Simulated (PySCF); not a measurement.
Vertical excitations of a molecule CH₈O₂Si₂ from TDA-CAM-B3LYP/def2-SVPD (PySCF 2.14.0), as energy in eV (oscillator strength): 6.68 (0.035), 6.95 (0.028), 7.19 (0.117), 8.05 (0.029), 8.06 (0.032), 8.24 (0.401), 8.32 (0.036), 8.51 (0.005), 8.58 (0.018), 8.63 (0.020). Lowest triplet (TDA): 6.08 eV. Geometry: PBE0-D3(BJ)/def2-SVP. Other conformers were not sampled.

Q: Which molecule gave these data?
(A) C[Si@@H](O)O[SiH3]
(B) OC[SiH2]O[SiH3]
(C) C[Si](O)(O)[SiH3]
(D) O[SiH2]C[SiH2]O

A: C, C[Si](O)(O)[SiH3]
